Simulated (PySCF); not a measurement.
SMILES B/C=C\c1ccco1 (C₆H₇BO), singlet (GFN2-xTB optimised geometry):

```
15

B      0.167    -2.519    -0.818
C     -1.120    -1.898    -0.261
C     -1.377    -0.604     0.015
C     -0.408     0.453     0.000
C      0.970     0.453     0.000
C      1.368     1.805     0.000
C      0.217     2.535     0.013
O     -0.855     1.734     0.024
H      0.790    -1.964    -1.638
H      0.486    -3.593    -0.477
H     -1.952    -2.576    -0.094
H     -2.370    -0.282     0.312
H      1.603    -0.409     0.027
H      2.370     2.184    -0.002
H      0.041     3.593     0.021
```

Computed with PySCF with B3LYP/def2-TZVP.

**Question.** What are the frontier orbital energies and the dipole moment?

**Answer.** HOMO-2 -8.39 eV, HOMO-1 -8.11 eV, HOMO -6.17 eV, LUMO -2.30 eV, LUMO+1 -0.33 eV; dipole moment 1.57 D.

Meta-Löwdin charges at B3LYP/def2-TZVP: B1 -0.04, C2 -0.22, C3 -0.07, C4 0.17, C5 -0.16, C6 -0.18, C7 0.05, O8 -0.23, H9 0.01, H10 0.01, H11 0.13, H12 0.12, H13 0.14, H14 0.14, H15 0.14.
